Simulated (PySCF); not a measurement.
# Bi⁺: excitation energy

Bi⁺ [Xe] 4f14 5d10 6s2 6p2 (3P) → Bi⁺ [Xe] 4f14 5d10 6s2 6p1 7s1 (3P), as a difference of total energies. All numbers are calculated (PySCF 2.14, the spin-free X2C one-electron Hamiltonian (Gaussian nucleus), in aug-cc-pVTZ-DK3 (9s8p6d3f, 84 functions)). Correlated levels: valence: [Xe] 4f14 5d10 frozen. The calculations carry no spin-orbit coupling.

```json
{"method": "UHF", "excitation energy (eV)": "7.548"}
{"method": "LDA", "excitation energy (eV)": "7.509"}
{"method": "PBE0", "excitation energy (eV)": "7.538"}
{"method": "r2SCAN", "excitation energy (eV)": "7.731"}
{"method": "BHandHLYP", "excitation energy (eV)": "7.646"}
{"method": "MP2 (valence)", "excitation energy (eV)": "7.572"}
{"method": "SCS-MP2 (valence)", "excitation energy (eV)": "7.580"}
```

Problem. Estimate what PBE gives.

Solution. 7.368 eV, closest to LDA among the rows shown.

Problem. Estimate what M06-2X gives.

Solution. 7.577 eV, closest to SCS-MP2 (valence) among the rows shown.

Spin-orbit coupling is strong in these open shells (close to jj coupling). The scalar numbers leave it out and a first-order estimate fails, so it can dominate the gap to the real levels.

The promoted electron is Rydberg-like, and one or two diffuse shells describe it only roughly, which tends to raise the upper state.
